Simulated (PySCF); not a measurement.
# WHCl + Cl₂ → WCl₂ + HCl

Level: PBE0 in the def2-TZVP basis family, computed in PySCF with density fitting; scalar-relativistic core potentials for atoms from Rb on, none lighter, no spin–orbit coupling; open shells unrestricted.

```csv
species,state and structure,E (Eh),ZPE (kJ/mol),H(298 K) − H(0) (kJ/mol),S° (J/(mol K))
WHCl,"quintet, Cs, W–Cl 2.262 Å, W–H 1.718 Å; Cl–W–H 120.4°",-527.68984,16.7,11.5,290.6
Cl₂,"singlet, D∞h, Cl–Cl 1.982 Å",-920.08940,3.5,9.1,222.5
WCl₂,"quintet, C2v, W–Cl 2.267 Å (×2); Cl–W–Cl 141.3°",-987.23973,5.1,13.7,322.9
HCl,"singlet, C∞v, H–Cl 1.279 Å",-460.66440,17.9,8.7,186.6
```

What is the electronic reaction energy?

At PBE0/def2-TZVP, ΔE = -327.9 kJ/mol from the differences of the total energies times 2625.5, downhill. Chlorination of this kind underlies dry etching.

Add zero-point, thermal and entropy terms for 298.15 K and 1 bar.

ΔZPE = 2.8 and Δ[H(298) − H(0)] = 1.8 kJ/mol give ΔH° = -323.3 kJ/mol. ΔS° = -3.6 J/(mol K), so ΔG° = -323.3 − 298.15 × (-0.0036) = -322 kJ/mol.

Spin–orbit coupling can matter for WHCl, WCl₂ and is left out. Open d or f shells are single determinants, so the state found may not be the ground state. Each species is the lowest minimum found with this bonding; other isomers or fragments can lie lower.
